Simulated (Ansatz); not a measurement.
Br3Sb, SMILES `[Br][Sb]([Br])[Br]`, relaxed with RKS PBE-D4/def2-SVP in the Gaussian-basis code of Ansatz from a rough embedded geometry. The force threshold is 0.03 eV/Å; the program also tests the step.

The species carries charge 0 and has multiplicity 1. Sb takes the def2 core potential.

Start:

```xyz
4

Br    0.280    1.815    1.235
Sb   -0.976    0.053   -0.119
Br    0.104   -1.964    1.012
Br    0.593    0.096   -2.127
```

| step | energy (eV) | largest force (eV/Å) | largest move (Å) |
| --- | --- | --- | --- |
| 1 | -216623.2634 | 0.458 | 0.000 |
| 2 | -216623.2694 | 0.234 | 0.153 |
| 3 | -216623.2923 | 0.024 | 0.066 |

End:

```xyz
4

Br    0.250    1.866    1.264
Sb   -0.890    0.048   -0.107
Br    0.069   -2.016    1.036
Br    0.572    0.102   -2.192
```

It took 2.9 s on 4 threads of an Intel Xeon 6975P-C on a shared host, with 0.22 GiB of host memory at the peak.
